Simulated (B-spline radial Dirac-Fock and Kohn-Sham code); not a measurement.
System: the free xenon atom in the configuration 1s2 2s2 2p6 3s2 3p6 3d10 4s2 4p6 4d10 5s2 5p6. Method: the independent-particle Dirac-Slater model, thresholds from Dirac-Fock. Computed with an atomic code on a B-spline grid.

Problem. Which of the sources Mg Kα (1253.6 eV), Al Kα (taken as 1486.9 eV), Ag Lα (2984.4 eV), Cr Kα (5414.7 eV), Cu Kα (8047.8 eV), Ga Kα (9251.7 eV), Mo Kα (17479.3 eV), Ag Kα (22162.9 eV) can ionise the 2p3/2 level, and how does the cross section change among them?

Solution. The computed threshold is 4787.1 eV, above Mg Kα, Al Kα, Ag Lα; the others can ionise it. Cross sections: Cr Kα 76.0 kb, Cu Kα 25.1 kb, Ga Kα 16.7 kb, Mo Kα 2.40 kb, Ag Kα 1.12 kb. From the first to the last it falls by a factor of 68.
